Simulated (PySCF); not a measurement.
# How methods differ on the excitation energy of W⁺

W⁺ [Xe] 4f14 5d4 6s1 (6D) → W⁺ [Xe] 4f14 5d3 6s2 (4F), as a difference of total energies. All numbers are calculated (PySCF 2.14, the spin-free X2C one-electron Hamiltonian (Gaussian nucleus), in x2c-TZVPPall with one added diffuse shell each of s, p, d, f type (12s8p8d4f1g, 113 functions)). Correlated levels: valence: [Xe] 4f14 frozen. The calculations carry no spin-orbit coupling.

| method | excitation energy (eV) |
| --- | --- |
| UHF | 2.472 |
| MP2 (valence) | 2.250 |
| SCS-MP2 (valence) | 1.704 |
| CCSD (valence) | 2.056 |
| CCSD(T) (valence) | 1.927 |

Problem. How much does correlation contribute at CCSD(T) (valence)?

Solution. 1.927 − (2.472) = -0.545 eV, measured against UHF.

A first-order spin-orbit estimate (lowest level to lowest level, LS coupling) adds -0.246 eV.
